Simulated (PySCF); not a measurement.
Species: C7H15F.
Numbering: `[CH3:1][CH:2]([CH3:3])[CH:4]([F:5])[CH:6]([CH3:7])[CH3:8]` (hydrogens: H9, H10, H11 on C1; H12 on C2; H13, H14, H15 on C3; H16 on C4; H17 on C6; H18, H19, H20 on C7; H21, H22, H23 on C8)

Structure used (PBE0-D3(BJ)/def2-SVP), in Å, numbered top down from 1:
```xyz
23
C7H15F angstrom
C      2.5771   -0.8272   -0.6988
C      1.4471    0.1480   -0.3889
C      1.8655    1.1642    0.6672
C      0.1955   -0.6158    0.0299
F     -0.1216   -1.5126   -0.9833
C     -1.0514    0.2118    0.3372
C     -1.4610    1.1004   -0.8325
C     -2.1935   -0.7066    0.7607
H      2.2629   -1.5680   -1.4460
H      3.4598   -0.2965   -1.0869
H      2.8872   -1.3714    0.2091
H      1.2020    0.6887   -1.3195
H      2.8114    1.6486    0.3816
H      2.0282    0.6774    1.6436
H      1.1175    1.9581    0.8074
H      0.4394   -1.2241    0.9229
H     -0.7958    0.8535    1.1982
H     -1.6272    0.4918   -1.7347
H     -2.3970    1.6335   -0.6071
H     -0.6984    1.8568   -1.0699
H     -1.9067   -1.3359    1.6177
H     -3.0814   -0.1246    1.0497
H     -2.4760   -1.3763   -0.0654
```

Level: PBE0/pcSseg-1 in PySCF, non-relativistic, on one gas-phase PBE0-D3(BJ)/def2-SVP geometry that isn't relaxed in the solvent. The solvent is an IEF-PCM continuum (Bondi radii, 1.10 Å for H, scaled by 1.2). The model holds no explicit solvent molecules, cavitation or dispersion.

Gas phase at PBE0/pcSseg-1: HOMO -8.65 eV, LUMO 1.32 eV, dipole 1.68 D.

**Question.** What does the continuum do to the energy, the frontier levels and the dipole at PBE0/pcSseg-1 in tetrahydrofuran and acetonitrile?

**Answer.** 
```
        solvent      ε  E(solvent) − E(gas) (kJ/mol)  polarisation term (kJ/mol)  distortion of the solute (kJ/mol)  HOMO (eV)  LUMO (eV)  dipole (D)
tetrahydrofuran  7.426                         -8.49                       -9.52                               1.03      -8.56       1.53        2.18
   acetonitrile  35.69                        -10.29                      -11.91                               1.62      -8.55       1.56        2.32
```

The first energy column is the sum of the next two and covers electrostatics alone. From tetrahydrofuran to acetonitrile the lowering changes by a factor 1.21, Onsager's factor (ε − 1)/(2ε + 1) by 1.18 and ε itself by 4.8.

**Question.** Which radius a makes the point-dipole formula ΔE = −[(ε − 1)/(2ε + 1)]·μ²/a³ give the value in acetonitrile, with the gas-phase dipole?

**Answer.** μ = 0.663 au and |ΔE| = 0.00392 Eh give a = 2.00 Å; the farthest nucleus lies 3.45 Å from the centroid of the nuclei, so such a sphere wouldn't even hold the nuclei. The formula assumes a rigid point dipole at the centre of a sphere.

**Question.** Give the dipole vector in the frame of the coordinates (D, pointing from negative to positive charge), gas and acetonitrile.

**Answer.** Gas (0.37, 1.26, 1.06), solvent (0.50, 1.68, 1.52). Its length changes by +38 % and its direction by 2°.

**Question.** Which Mulliken charges (PBE0/pcSseg-1) respond most in acetonitrile (means over atoms taken as equivalent)?

**Answer.** 
| atoms | environment | gas (e) | solvent (e) | change |
| --- | --- | --- | --- | --- |
| F5 | alkyl fluorine | -0.345 | -0.364 | -0.019 |
| H16 | methine hydrogen | +0.092 | +0.108 | +0.016 |
| C3/C8 | methyl carbon | -0.225 | -0.238 | -0.013 |
| C1/C7 | methyl carbon | -0.223 | -0.236 | -0.013 |
| C4 | sp3 C–F carbon | +0.259 | +0.248 | -0.011 |
| H12/H17 | methine hydrogen | +0.127 | +0.135 | +0.008 |
| C2/C6 | sp3 CH carbon | -0.388 | -0.382 | +0.006 |
| H13 (×6) | methyl hydrogen | +0.117 | +0.122 | +0.005 |

**Question.** Which Mayer bond orders change most in acetonitrile?

**Answer.** 
```
  bond  length (Å)    gas  solvent  change
 C4–F5       1.390  0.838    0.815  -0.023
 C4–C6       1.528  0.988    0.993  +0.005
 C2–C3       1.524  1.021    1.025  +0.004
 C2–C4       1.525  0.975    0.978  +0.003
C6–H17       1.104  0.929    0.926  -0.003
 C1–C2       1.524  1.046    1.044  -0.002
C3–H13       1.100  0.964    0.962  -0.002
C3–H15       1.100  0.958    0.956  -0.002
```
